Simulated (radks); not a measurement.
The numbers below are computed, except where a source is named.
The sulfur ion S+ inside a hard spherical wall (all orbitals vanish at R), configuration held at [Ne] 3s2 3p3 and not refilled when levels cross. Code: a radial shooting solver on a logarithmic mesh with Libxc functionals. Model: scalar-relativistic Kohn-Sham, PBE, spin-polarised, spherical densities, finite nucleus; open shells are filled with parallel spins first; Fermi nuclear charge, rms radius 3.2611 fm. Eigenvalues in eV for spin up, with the zero of energy where the potential of the charges vanishes at infinity; a dash marks a level that is unbound or too diffuse for the functional's potential to be trusted. A positive occupied level is held by the wall or, in an anion where self-interaction has pushed it up, behind a barrier. The pressure on the wall is -dE/dV.

| R (bohr) | E (hartree) | kinetic (hartree) | e(2s) | e(2p) | e(3s) | e(3p) | e(4s, empty) | e(3d, empty) | pressure (GPa) |
|---|---|---|---|---|---|---|---|---|---|
| free | -398.70083 | 400.256 | -223.23 | -168.14 | -28.818 | -17.909 | - | -4.629 | 0 |
| 20 | -398.70083 | 400.256 | -223.23 | -168.14 | -28.818 | -17.909 | - | -4.629 | < 0.0001 |
| 15 | -398.70083 | 400.256 | -223.23 | -168.14 | -28.818 | -17.909 | - | -4.629 | < 0.0001 |
| 10 | -398.70083 | 400.256 | -223.23 | -168.14 | -28.818 | -17.909 | -5.535 | -4.610 | < 0.0001 |
| 4 | -398.60669 | 400.891 | -220.72 | -165.60 | -27.175 | -15.935 | 10.782 | -0.085 | 26.8 |
| 3.5 | -398.45125 | 401.706 | -218.11 | -162.96 | -25.334 | -13.680 | 22.252 | 3.250 | 93.3 |
| 2.5 | -396.87864 | 407.735 | -203.85 | -148.50 | -11.960 | 2.018 | 86.046 | 21.712 | 1400 |
| 1.5 | -381.83341 | 447.376 | -153.91 | -96.729 | 90.027 | 106.14 | 415.94 | 108.95 | 44400 |
